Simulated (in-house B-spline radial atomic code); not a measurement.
Results of a calculation; reference values are marked as such.
## H in an electron gas of r_s = 2.07: phase shifts, screening, friction and resistivity

A nucleus sits in a uniform electron gas with a rigid positive background. The Kohn-Sham equations are solved self-consistently in the spin-unpolarised LDA (PW92), non-relativistic, on B-splines with outgoing waves at the boundary and partial waves to l = 8. The model has no lattice, no bands and no magnetic solution. Atomic units; δ_l are the phase shifts at the Fermi level, counted so that each bound state adds π, and good to about 0.0005.

The density parameter is r_s = 2.07 bohr, near that of the valence electrons of Al (3 per atom, density 2.7 g/cm³, mass 26.98 u, which gives r_s = 2.07).

| l | δ_l (rad) |
| --- | --- |
| 0 | 1.0724 |
| 1 | 0.1196 |
| 2 | 0.0208 |
| 3 | 0.0039 |
| 4 | 0.0007 |
| 5 | 0.0001 |
| 6 | 0.0000 |
| 7 | 0.0000 |
| 8 | 0.0000 |

Bound levels below the band bottom (hartree): s -0.000345.

Q: Check the Friedel sum rule, and say where the screening charge sits.

A: k_F = (9π/4)^(1/3)/r_s = 0.92713. The rule is Z = (2/π) Σ (2l + 1) δ_l. The terms are s 0.683, p 0.228, d 0.066, f 0.017 and 0.005 beyond, in all 0.999 against Z = 1. Bound states hold 2 s, 0 p, 0 d electrons, so the scattering states carry -1.00 in all; where a term is smaller than its bound count, the bound level has drawn weight out of the band.

Q: Find the transport cross section and the electronic stopping of a 0.1 keV H ion (mass 1.01 u).

A: σ_tr = (4π/k_F²) Σ (l + 1) sin²(δ_l − δ_(l+1)). The terms for l = 0 to 3 are 0.6643, 0.0195, 0.0009, 0.0000, all together 0.6847, so σ_tr = 14.619 × 0.6847 = 10.009 bohr². With n = 3/(4π r_s³) = 0.02692, the friction coefficient is Q = n k_F σ_tr = 0.2498. For v well below v_F = 0.927, dE/dx = Q v; with 24801 eV per u at v = 1, v = √(100/(24801 × 1.01)) = 0.0632, so dE/dx = 0.01578 hartree/bohr = 8.12 eV/nm. The largest term couples the s and p waves.

Q: What residual resistivity would 1 atomic per cent of such centres give in Al?

A: Δρ = k_F n_i σ_tr/n in atomic units of 21.74 μΩ·cm. With one host atom per 3 electrons, n_i/n = 0.01/3, so Δρ = 0.9271 × 0.00333 × 10.009 × 21.74 = 0.67 μΩ·cm. This is an atom added to the gas, as on an interstitial site.

Q: On a substitutional site the background of one host ion, a sphere holding 3 charges, is taken out. The phase shifts for l = 0 to 4 become 0.2645, -0.5395, -0.2264, -0.0672, -0.0155. What follows?

A: The Friedel sum is now -2.00, for Z − 3 = -2. The sum in σ_tr is 0.7952, so σ_tr = 11.63 bohr² and Δρ = 0.78 μΩ·cm per atomic per cent, 1.16 times the value above. A real host ion scatters too, so this model doesn't give zero even for the host's own atom.
